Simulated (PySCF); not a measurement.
# Static response to an electric field

Compound: C4H6F2O2Si.
Geometry (GFN2-xTB, Å), atoms numbered from 1 in this order:
```xyz
15
C4H6F2O2Si angstrom
O      1.1305    0.2512   -1.5151
C      1.7806    0.2932   -0.4945
O      3.0598    0.7026   -0.4860
C      1.3175   -0.0568    0.8394
C      0.1146   -0.5983    1.0731
F     -0.2107   -0.8497    2.3578
C     -0.9443   -0.9370    0.1193
Si    -2.0869    0.5649   -0.2270
F     -3.3073   -0.0493   -1.0782
H      3.3392    0.9340   -1.3852
H      2.0018    0.1305    1.6511
H     -1.5457   -1.7535    0.5210
H     -0.5009   -1.2401   -0.8278
H     -2.6928    1.0460    1.0061
H     -1.4600    1.5704   -1.0580
```

Level: CAM-B3LYP/def2-SVPD (PySCF), static field, nuclei fixed, core orbitals frozen in the response. The polarisability tensor in these axes (au):

```
x   101.29   7.11  -4.02
y     7.11  65.72  -6.03
z    -4.02  -6.03  78.14
```

What are the eigenvalues, a third of the trace, and Δα (Δα² = ½Σ(αi − αj)² over the three pairs)?

Principal values 62.57, 78.89 and 103.69 au; mean 81.72 au = 12.11 Å³ = 13.47 × 10⁻⁴⁰ C²·m²/J; Δα = 35.87 au (44 % of the mean).

What is the dipole moment, and where does it point?

(1.58, 0.41, 0.63) D, 1.75 D in size, pointing from the negative to the positive side. Measured along this direction, the outermost atoms are F9 at the negative end and O3 and H10 at the positive end.

Along which axes do the principal values lie, and how far do the nuclei extend along each?

Largest value along (0.96, 0.21, -0.20), where the nuclei span 6.63 Å; middle along (0.26, -0.28, 0.92), 4.19 Å; least along (-0.14, 0.94, 0.33), 3.04 Å. The response follows the extents in order.

Orientational against electronic polarisability at 400 K (dilute gas, rigid molecules)?

In Gaussian units μ²/3kT = 18.50 Å³ against 12.11 Å³, a ratio of 1.53; the Debye molar polarisation (4π/3)N_A(α + μ²/3kT) is 77.2 cm³/mol, leaving out the vibrational part.

Refractivity n − 1 of an ideal gas of it at 350 K and 1 atm, from the electronic α?

N = p/kT = 2.0968 × 10¹⁹ cm⁻³, so n − 1 = 2π × N × 12.11 × 10⁻²⁴ cm³ = 1595 × 10⁻⁶ at long wavelengths, for an ideal gas.

Traceless (Buckingham) quadrupole moment about the centre of nuclear charge: eigenvalues?

-11.21, 4.27, 6.94 D·Å. The values depend on the origin, since the dipole doesn't vanish. The electronic extent ⟨r²⟩ about the same centre is 1701 bohr², a root-mean-square distance of 2.47 Å for the 78 electrons.

One conformer (not necessarily the lowest) at the GFN2-xTB geometry, without solvent, vibrations or thermal averaging.

These values come from a run that also computed excited states. The run took 2.2 min of wall time on Arm Neoverse N1, one thread, shared host, and the process peaked at 1.1 GiB of memory.
